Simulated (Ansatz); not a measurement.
Isomers of CH5BGeO2, relaxed with PBE0-D4/def2-TZVP in Ansatz; electronic energies, one conformer each and not always the lowest. Functionals use def2-TZVPP; CBS adds triple-zeta CCSD(T) − MP2 to the MP2 limit of def2-TZVPP and def2-QZVPP.

Outer-core shells of Ge are correlated without core-valence functions. Scalar relativity is left out up to krypton. Spin–orbit coupling is left out.

Task: Order them by energy at frozen-core CCSD(T)/CBS, lowest first. (An estimate is asked.)
A. `[OH][GeH]1[BH]O[CH2]1`
B. `[BH2][GeH]1[O]C[O]1`
C. `BO[C](=O)[GeH3]`

Result: A (0.0 kJ/mol), C (29.2 kJ/mol), B (149.2 kJ/mol).

Task: How do B3LYP-D4, B3LYP, ωB97M-V, B2PLYP place them (kJ/mol, against `[OH][GeH]1[BH]O[CH2]1`)? (An estimate is asked.)

Result: Ansatz gave: 
```tsv
isomer	B3LYP-D4	B3LYP	ωB97M-V	B2PLYP
`BO[C](=O)[GeH3]`	4.4	3.1	17.2	10.1
`[BH2][GeH]1[O]C[O]1`	146.2	145.8	148.1	145.5
```

B3LYP here is the variant with VWN-RPA as its local correlation; programs differ in this.
